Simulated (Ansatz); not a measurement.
Born–Oppenheimer molecular dynamics of BFH5NSi (9 atoms, charge 0, multiplicity 1). It starts at the highest image of a converged band. Of that band: Neighbouring images differ by up to 2.0 eV, so the band resolves the path poorly. A vibrational analysis at the climbing image gives one clearly imaginary mode, 1330i cm⁻¹: a first-order saddle point.

These are results of UKS BHLYP-D4/6-31G* (Ansatz), not measurements.

```json
{
 "ensemble": "NVE (velocity Verlet)",
 "time step": "0.5 fs",
 "steps asked": "200",
 "starting velocities drawn for": "300 K",
 "seed": "8653"
}
```

Frames 1 fs apart, positions in Å.

Velocities at 65 fs (Å/ps):

```
B -11.18 -9.03 21.28
Si -0.41 -1.23 -6.24
N -12.06 9.93 0.09
H 164.82 19.06 -19.57
F 9.77 1.14 -0.54
H -29.06 -14.91 11.41
H 10.92 27.90 4.01
H -13.17 -25.76 -3.65
H -18.75 -34.71 -37.72
```

```xyz
9
Properties=species:S:1:pos:R:3 time_fs=65 energy_less_start_eV=-2.205 T=2729
B -0.478 -0.329 -0.483
Si 0.546 0.913 0.840
N -0.338 -1.682 -0.821
H 0.529 -2.386 -0.659
F -1.682 0.320 -1.011
H 1.610 0.329 1.696
H 1.076 2.266 0.511
H -0.687 1.155 1.642
H -0.789 -1.567 -1.684
9
Properties=species:S:1:pos:R:3 time_fs=66 energy_less_start_eV=-1.818 T=2308
B -0.490 -0.337 -0.462
Si 0.545 0.912 0.833
N -0.349 -1.672 -0.821
H 0.676 -2.352 -0.683
F -1.672 0.321 -1.012
H 1.580 0.313 1.707
H 1.085 2.292 0.512
H -0.698 1.130 1.640
H -0.809 -1.611 -1.728
9
Properties=species:S:1:pos:R:3 time_fs=67 energy_less_start_eV=-1.520 T=1981
B -0.503 -0.343 -0.440
Si 0.544 0.911 0.827
N -0.357 -1.663 -0.820
H 0.777 -2.287 -0.717
F -1.660 0.321 -1.011
H 1.550 0.295 1.716
H 1.092 2.311 0.511
H -0.706 1.107 1.641
H -0.827 -1.671 -1.773
9
Properties=species:S:1:pos:R:3 time_fs=68 energy_less_start_eV=-1.471 T=1929
B -0.517 -0.347 -0.420
Si 0.543 0.910 0.821
N -0.363 -1.656 -0.821
H 0.828 -2.192 -0.757
F -1.646 0.320 -1.010
H 1.520 0.275 1.724
H 1.094 2.319 0.506
H -0.708 1.088 1.644
H -0.834 -1.743 -1.802
9
Properties=species:S:1:pos:R:3 time_fs=69 energy_less_start_eV=-1.749 T=2235
B -0.532 -0.348 -0.401
Si 0.541 0.909 0.816
N -0.366 -1.651 -0.823
H 0.825 -2.075 -0.802
F -1.632 0.318 -1.009
H 1.492 0.253 1.730
H 1.091 2.317 0.499
H -0.705 1.072 1.649
H -0.828 -1.820 -1.805
9
Properties=species:S:1:pos:R:3 time_fs=70 energy_less_start_eV=-2.294 T=2831
B -0.547 -0.348 -0.384
Si 0.539 0.908 0.810
N -0.366 -1.648 -0.827
H 0.769 -1.941 -0.847
F -1.617 0.316 -1.006
H 1.467 0.231 1.736
H 1.083 2.303 0.489
H -0.698 1.061 1.656
H -0.810 -1.896 -1.781
9
Properties=species:S:1:pos:R:3 time_fs=71 energy_less_start_eV=-2.753 T=3324
B -0.564 -0.345 -0.369
Si 0.537 0.907 0.805
N -0.363 -1.646 -0.833
H 0.670 -1.800 -0.891
F -1.600 0.313 -1.004
H 1.444 0.208 1.739
H 1.072 2.279 0.477
H -0.686 1.054 1.665
H -0.782 -1.967 -1.732
9
Properties=species:S:1:pos:R:3 time_fs=72 energy_less_start_eV=-2.452 T=2993
B -0.582 -0.341 -0.356
Si 0.534 0.906 0.801
N -0.359 -1.644 -0.840
H 0.558 -1.663 -0.931
F -1.584 0.310 -1.000
H 1.425 0.186 1.740
H 1.058 2.248 0.462
H -0.671 1.054 1.675
H -0.754 -2.032 -1.669
9
Properties=species:S:1:pos:R:3 time_fs=73 energy_less_start_eV=-1.753 T=2255
B -0.600 -0.336 -0.346
Si 0.531 0.905 0.796
N -0.357 -1.642 -0.846
H 0.497 -1.536 -0.972
F -1.568 0.307 -0.996
H 1.409 0.165 1.738
H 1.042 2.215 0.443
H -0.654 1.058 1.687
H -0.734 -2.095 -1.607
9
Properties=species:S:1:pos:R:3 time_fs=74 energy_less_start_eV=-1.915 T=2404
B -0.619 -0.331 -0.339
Si 0.527 0.903 0.793
N -0.359 -1.640 -0.849
H 0.529 -1.415 -1.023
F -1.552 0.305 -0.991
H 1.397 0.145 1.732
H 1.029 2.183 0.419
H -0.636 1.069 1.701
H -0.730 -2.164 -1.559
9
Properties=species:S:1:pos:R:3 time_fs=75 energy_less_start_eV=-1.860 T=2344
B -0.637 -0.327 -0.334
Si 0.523 0.900 0.790
N -0.362 -1.636 -0.850
H 0.610 -1.301 -1.083
F -1.537 0.303 -0.987
H 1.389 0.128 1.723
H 1.019 2.159 0.389
H -0.618 1.086 1.717
H -0.742 -2.240 -1.527
9
Properties=species:S:1:pos:R:3 time_fs=76 energy_less_start_eV=-1.331 T=1769
B -0.653 -0.325 -0.330
Si 0.519 0.897 0.788
N -0.363 -1.631 -0.849
H 0.684 -1.206 -1.142
F -1.524 0.302 -0.983
H 1.385 0.114 1.710
H 1.014 2.146 0.353
H -0.601 1.110 1.735
H -0.762 -2.315 -1.503
```

Of the whole run (100 fs, mean temperature of the second half 2020 K): The conserved energy stayed within 2.6 meV per atom of its start (net change -0.073 meV per atom), so there is no drift, though single steps change it by up to 25 meV in the whole system, a sign of fast motions only just resolved. The kinetic energy rose, since the run started high on the potential surface and went downhill. A run of 0.1 ps of so small a system gives no equilibrium averages. The orbitals were unrestricted but ended closed-shell.

The run took 5.7 min on 2 threads of Intel(R) Xeon(R) Platinum 8488C (Sapphire Rapids), with other jobs on the host, peak memory 0.22 GiB.
